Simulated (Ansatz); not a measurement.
Reaction (hydrogenolysis of the Si–O bond): `OC[SiH](O)S` + H₂ → `OC[SiH2]S` + H₂O

Isolated molecules relaxed with PBE0-D4/def2-TZVP in Ansatz; ΔE leaves out vibrations. CCSD(T)/CBS adds triple-zeta CCSD(T) − MP2 to the extrapolated MP2 energy (def2 sets, frozen cores). This one scheme is used for every species. DFT in def2-TZVPP. B3LYP here is the variant with VWN-RPA as its local correlation; programs differ in this. One conformer a species, not always the lowest.

Question: Is it downhill or uphill in electronic energy at CCSD(T)/CBS, and by how much? (An estimate is asked.)

Answer: Computed: Uphill: ΔE = +19.3 kcal/mol.

Question: What do these levels give: PBE-D4, r2SCAN-D4, r2SCAN, B3LYP, MP2/def2-TZVPP, SCS-MP2/def2-TZVPP, CCSD/def2-TZVPP, CCSD(T)/def2-TZVPP, HF/def2-QZVPP, MP2/def2-QZVPP, HF/CBS(def2), CCSD/CBS(def2)? (Best estimate.)

Answer: Computed: PBE-D4 19.5, r2SCAN-D4 21.7, r2SCAN 21.4, B3LYP 18.5, MP2/def2-TZVPP 20.7, SCS-MP2/def2-TZVPP 19.8, CCSD/def2-TZVPP 18.4, CCSD(T)/def2-TZVPP 19.3, HF/def2-QZVPP 16.6, MP2/def2-QZVPP 20.8, HF/CBS(def2) 16.6, CCSD/CBS(def2) 18.4 kcal/mol.

Largest T1 diagnostic among the species: 0.011.

The D4 term adds +1.7 kcal/mol with B3LYP and +0.9 kcal/mol with PBE0; it sums over pairs of atoms, weighted by their polarisabilities, and B3LYP, whose exchange is more repulsive, gets the larger term. In def2-TZVPP, CCSD(T) changes the Hartree–Fock value by +2.7 kcal/mol (the triples alone add +0.9 kcal/mol) and MP2 by +4.1 kcal/mol.
